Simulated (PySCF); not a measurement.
These compounds are isomers of formula C₅H₅ClO₂Si.

A. `O=C1C=C(Cl)C(=O)[SiH2]C1`
B. SMILES O=C1C=C([SiH2]Cl)C(=O)C1
C. `O=C(Cl)c1ccc([SiH3])o1`
D. SMILES O=C(Cl)c1cc([SiH3])co1

Spectrum 1. ¹H NMR (500 MHz, computed): δ 7.61 (s, 1H), 5.62 (s, 2H), 2.82 (s, 2H). ¹³C{¹H} NMR (computed): δ 211.1 (C), 206.1 (C), 169.4 (C), 166.4 (CH), 45.5 (CH2).

Spectrum 2. ¹H NMR (500 MHz, computed): δ 7.74 (m, 1H), 7.23 (m, 1H), 4.52 (s, 3H). ¹³C{¹H} NMR (computed): δ 165.7 (C), 164.2 (C), 157.4 (C), 132.4 (CH), 129.7 (CH).

Spectrum 3. ¹H NMR (500 MHz, computed): δ 7.37 (s, 1H), 4.50 (m, 2H), 2.79 (m, 2H). ¹³C{¹H} NMR (computed): δ 221.5 (C), 198.1 (C), 161.4 (C), 148.7 (CH), 37.1 (CH2).

Spectrum 4. ¹H NMR (500 MHz, computed): δ 7.83 (m, 1H), 7.71 (m, 1H), 4.52 (s, 3H). ¹³C{¹H} NMR (computed): δ 164.2 (C), 160.5 (CH), 153.2 (C), 136.2 (CH), 120.1 (C).

PySCF 2.14 calculation with NMR shieldings at PBE0/pcSseg-1/GIAO and GFN2-xTB geometry; one averaged value for each set of equivalent atoms, in vacuum, single conformer, no relativistic terms.

δ = σ(ref) − σ, references computed at the same level: TMS for ¹H (σ = 31.72 ppm), ¹³C (σ = 186.93 ppm). Where no couplings were computed, multiplicities follow the n + 1 count of equivalent neighbours, and m marks all less simple cases (inequivalent or close neighbours, rings, F or P nearby). Shifts are as computed. Against solution values, carbons near 30 ppm lie about +3 ppm off and those near 130 ppm about +5 ppm; carbons on Cl a further +6 ppm. Of 1309 compounds with measured shifts, 239 miss one by over three times the rms of a fit or turn the order of signals round; such compounds aren't used in these exercises. Carbons bonded to Cl come out too deshielded.

Match each spectrum to its structure.

Answers

1–B, 2–C, 3–A, 4–D.

- Spectrum 1 (B): 5 ¹³C signals; δC 211.1 is a ketone carbonyl carbon; δC 206.1 is a ketone carbonyl carbon.
- Spectrum 2 (C): 5 ¹³C signals; δC 132.4 is an aromatic CH; δC 129.7 is an aromatic CH.
- Spectrum 3 (A): 5 ¹³C signals; δC 198.1 is a ketone carbonyl carbon; δC 161.4 is a β carbon of a C=C–C=O unit.
- Spectrum 4 (D): 5 ¹³C signals; δC 136.2 is an aromatic CH; δH 7.83 is the hydrogen on an aromatic CH.
